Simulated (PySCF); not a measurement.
SMILES C(c1c(N)cccc1)=C (GFN2-xTB optimised geometry):

```
18

C     -2.299    -1.937    -0.490
C     -1.107    -1.730     0.055
C     -0.363    -0.473     0.000
C     -1.029     0.749    -0.021
C     -0.343     1.948    -0.028
C      1.042     1.942    -0.011
C      1.726     0.743     0.000
C      1.046    -0.473     0.000
N      1.763    -1.655     0.045
H     -2.807    -2.882    -0.396
H     -2.808    -1.178    -1.060
H     -0.629    -2.535     0.600
H     -2.109     0.751    -0.005
H     -0.884     2.882    -0.038
H      1.591     2.872    -0.011
H      2.808     0.736     0.007
H      2.739    -1.576    -0.190
H      1.314    -2.471    -0.337
```

Computed with PBE/def2-SVP (PySCF 2.14.0).

Question: What are the frontier orbital energies and the dipole moment?

Answer: HOMO-2 -7.10 eV, HOMO-1 -5.63 eV, HOMO -4.71 eV, LUMO -1.47 eV, LUMO+1 -0.39 eV; dipole moment 1.92 D.

On the same geometry PBE0/def2-SVP run with PySCF gives HOMO-2 -8.37 eV, HOMO-1 -6.69 eV, HOMO -5.74 eV, LUMO -0.64 eV, LUMO+1 0.50 eV; dipole moment 1.79 D.

Meta-Löwdin charges at PBE/def2-SVP: C1 -0.24, C2 -0.10, C3 -0.04, C4 -0.10, C5 -0.14, C6 -0.10, C7 -0.16, C8 0.11, N9 -0.38, H10 0.11, H11 0.10, H12 0.10, H13 0.10, H14 0.10, H15 0.11, H16 0.10, H17 0.22, H18 0.22.
